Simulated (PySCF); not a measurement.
Structure with atom numbers: `[CH3:1]/[CH:2]=[C:3](\[CH3:4])[CH2:5][O:6][C:7]([CH3:8])=[O:9]` (H(Xn): hydrogen on atom n).

Geometry: PBE0-D3(BJ)/def2-SVP; GIAO absolute shieldings from PySCF 2.14.0 with density-fitted response routines, gas phase, non-relativistic, averaged over equivalent atoms.

At PBE0/pcSseg-1 (213 basis functions, 69 s wall time on 1 thread of an Arm Neoverse N1, shared host):
| atoms | σ (ppm) |
| --- | --- |
| C7 | 11.5 |
| C3 | 46.0 |
| C2 | 61.4 |
| C5 | 118.4 |
| C8 | 162.5 |
| C1 | 169.2 |
| C4 | 170.4 |
| O9 | -108.5 |
| O6 | 129.3 |
| H(C2) | 25.78 |
| H(C5) | 26.91 |
| H(C8) | 29.23 |
| H(C1) | 29.49 |
| H(C4) | 29.66 |

What do these become at KT2/pcSseg-1?

Answers


```tsv
atoms	σ at KT2/pcSseg-1	change
C7	21.4	+9.9
C3	53.1	+7.1
C2	69.5	+8.1
C5	117.3	-1.1
C8	162.8	+0.3
C1	167.7	-1.5
C4	169.8	-0.6
O9	-81.9	+26.6
O6	123.3	-6.0
H(C2)	25.83	+0.05
H(C5)	26.75	-0.16
H(C8)	29.18	-0.05
H(C1)	29.38	-0.11
H(C4)	29.56	-0.10
```

The largest change is at O9 (ester carbonyl oxygen). Cost: 213 basis functions, 89 s wall time on 1 thread of an Arm Neoverse N1, shared host. The order of the carbon signals is the same at both levels.
